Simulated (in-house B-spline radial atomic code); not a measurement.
**RPA and G0W0 on HSE06: Sc VII (Sc6+)**

Configuration [Ne] 3s2 3p3, highest spin, mean-field start HSE06. Computed with an all-electron radial atomic-structure program (B-spline basis): all electrons, non-relativistic, point nucleus, each spin shell either full or empty, empty states to l = 9 with an (l + 1/2)⁻⁴ tail; G0W0 by contour deformation at full frequency.

Command:
```bash
python run_gw.py task.json out
```
Settings (radii: box in bohr, nucleus in fm):
```
Z                        21
electrons                15
configuration            [Ne] 3s2 3p3
hamiltonian              nr
method                   hse06
lmax                     9
spin_polarised           True
box_radius               9.29
intervals                48
```

Cost of the run: 2.1 s on 1 thread of Arm Neoverse N1, with other jobs on the host.

Energies (hartree):

```csv
term,value
mean-field total,-748.68091
Hartree-Fock functional on these orbitals,-748.22316
direct second order,-1.0559
second-order exchange,0.38412
SOSEX correction,0.35103
```

(1) What is the RPA correlation energy, and what remains with SOSEX?

Quasi-particle levels (eV):

| level | occupied | mean field | Σx - vxc | Σc | QP weight | G0W0 |
| --- | --- | --- | --- | --- | --- | --- |
| 3p up | yes | -128.76 | -7.96 | ? | ? | ? |
| 3s down | yes | -144.12 | -5.06 | -3.16 | 0.961 | -152.33 |
| 2p down | yes | -503.71 | -27.58 | 6.99 | 0.934 | -524.30 |
| 3p down | no | -117.95 | 9.98 | -3.39 | 0.956 | -111.36 |

G0W0 = mean field + (Σx - vxc) + Σc, with Σc (partial-wave tail included) taken at the quasi-particle energy. Only the outer levels were computed. Levels of low weight are left out.

(2) Where does G0W0 put 3p up?

Results:

(1) RPA gives -0.93786 hartree (-1.7 eV per electron); RPA + SOSEX gives -0.58683, and the second-order doubles -0.6718 hartree (no singles). RPA lacks exchange-type terms and so overcorrelates at short range.

(2) At -136.98 eV, with Σc = -0.27 eV and a quasi-particle weight of 0.957. The tabulated removal energy is 137.99 ± 0.25 eV (NIST, semi-empirical); the calculation leaves out relativity, Breit and QED terms, and what these don't explain is the method's own error.
